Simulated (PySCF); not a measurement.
NbOCl2, SMILES [O]=[Nb+]([Cl])[Cl], charge +1, multiplicity 1. Atoms are numbered in the order given.

```xyz
4

Nb    -0.3049    -0.3699     0.0000
O      0.7575    -1.6499     0.0000
Cl     0.1895     0.8343     1.8166
Cl     0.1895     0.8343    -1.8166
```
Charge +1, spin multiplicity 1.

The structure is a stationary point at B3LYP-D3(BJ)/def2-SVP. The multiplicity is an assumed one; other spin states were not compared. The isomer is the one that the SMILES or the coordinates give; other isomers of the formula were not compared. The def2 effective core potentials stand for the cores of Nb; spin–orbit coupling is left out.

Calculation: B3LYP-D3(BJ)/def2-SVP (PySCF 2.14.0).

Frequencies are harmonic and unscaled.

Q: List the normal modes with their intensities. (An estimate is asked for; the answer gives what the named calculation found.)

A: 
```tsv
mode	ν (cm⁻¹)	IR (km/mol)	Raman (Å⁴/amu)	depolarisation	moving atoms (share of kinetic energy)
1	116	5.3	4.0	0.69	Cl 77 %, Nb 22 %
2	194	12.8	3.2	0.72	O 54 %, Cl 23 %, Nb 23 %
3	241	1.2	4.1	0.75	O 73 %, Cl 22 %
4	452	24.7	18.3	0.11	Cl 78 %, Nb 22 %
5	480	86.9	4.6	0.75	Cl 61 %, Nb 37 %
6	1083	116.0	20.3	0.17	O 85 %, Nb 15 %
```
